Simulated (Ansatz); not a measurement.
Reaction (SMILES): Cl[Si]Cl (closed-shell singlet) → 2 Cl atom + Si atom
B3LYP-D3(BJ)/def2-TZVP geometries, fixed; electronic energies without zero-point terms.
Largest species:
```xyz
3

Si    -0.0165     0.0173     0.9364
Cl     1.0611     1.2272    -0.3899
Cl    -1.0475    -1.2415    -0.3813
```

Core correlation in the atomisation energy at MP2 with Ansatz (a program for electronic structure), in kcal/mol: frozen core against 1s of Al to Cl frozen alone. A restricted Hartree-Fock determinant is unstable towards unrestricted orbitals. Open shells are unrestricted.

```
basis        functions, most  frozen core
-----------  ---------------  -----------
cc-pV(D+d)Z               69       188.90
cc-pCVDZ                  81       185.67
cc-pV(T+d)Z              117       206.77
cc-pwCVTZ                177       207.17
cc-pCVTZ                 177       206.57
cc-pV(Q+d)Z              192       213.03
cc-pCVQZ                 327       213.19
cc-pwCVQZ                327       213.37
```

**Question.** How large is the core term in each set?

**Answer.** The largest core-valence set, cc-pwCVQZ, gives a core term of 0.94 kcal/mol; the valence set cc-pV(Q+d)Z, which lacks functions for the core, gives 1.77. By row: cc-pV(D+d)Z 1.57, cc-pCVDZ 1.14, cc-pV(T+d)Z 3.87, cc-pwCVTZ 0.88, cc-pCVTZ 0.92, cc-pV(Q+d)Z 1.77, cc-pCVQZ 0.94, cc-pwCVQZ 0.94.
